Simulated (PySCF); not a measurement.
Ge(Me)2(SMe)2, C₄H₁₂GeS₂, SMILES C[S][Ge]([S]C)([CH3])[CH3], singlet at its GFN2-xTB optimised geometry (Å):

```
19

C     -2.9052    -0.8455     1.6828
S     -1.1124    -1.1100     1.8611
Ge    -0.3944    -0.0313     0.0000
C     -1.0047     1.8755     0.0000
C     -1.0978    -1.0120    -1.6130
S      1.8476    -0.0313     0.0000
C      2.1854    -1.7636     0.4651
H     -3.3653    -1.3472     2.5275
H     -3.2575    -1.2864     0.7558
H     -3.1304     0.2156     1.7162
H     -2.0616     1.9385    -0.2426
H     -0.4405     2.4278    -0.7441
H     -0.8335     2.3292     0.9718
H     -0.9360    -2.0819    -1.5152
H     -0.5812    -0.6579    -2.4990
H     -2.1607    -0.8272    -1.7319
H      3.2575    -1.8313     0.6151
H      1.6623    -2.0024     1.3859
H      1.8797    -2.4278    -0.3373
```

Level of theory: PySCF 2.14.0 with B3LYP/def2-SVP. Cells within 0.4 Å of a nucleus heavier than hydrogen are left out (blank, or x).

Map of the deformation density (molecule minus spherical neutral atoms) (e/bohr³) on the plane z = 0.8 Å:

```
|1111111111111111111111111111111|
|1111111111111111111111111111111|
|1111111111111111111111111111111|
|1111111111111111111111111111111|
|1111111111111111111111111111111|
|1111111111111111111111111111111|
|1111111111100001111111111111111|
|1111111111001100111111111111111|
|1111111110014410011111111111111|
|1111111100028920011111111111111|
|1111111100014510011111111111111|
|1111111100001110001111111111111|
|1111111100001110001111111111111|
|1111110000001100011122111111111|
|1111100000001100011233111111111|
|1111000000001110111232111111111|
|1111000000012221111111000111111|
|1111013300012321000011000011111|
|1110028610002210000010000001111|
|1111015410011110000132242001111|
|111100110001111100039x684001111|
|1111100000111111100251142001111|
|1111111111111111100110000011111|
|1111111111111111110000000111111|
|1111111111111111111000011111111|
|1111111111111111111111111111111|
|1111111111111111111111111111111|
|1111111111111111111111111111111|
|1111111111111111111111111111111|
|1111111111111111111111111111111|
|1111111111111111111111111111111|
```
Scale: ten equal steps from -0.012 (start of '0') to 0.082 (end of '9'), in the order '0123456789'; x runs from -5.50 to 5.50, y from -5.50 (bottom) to 5.50 (top).
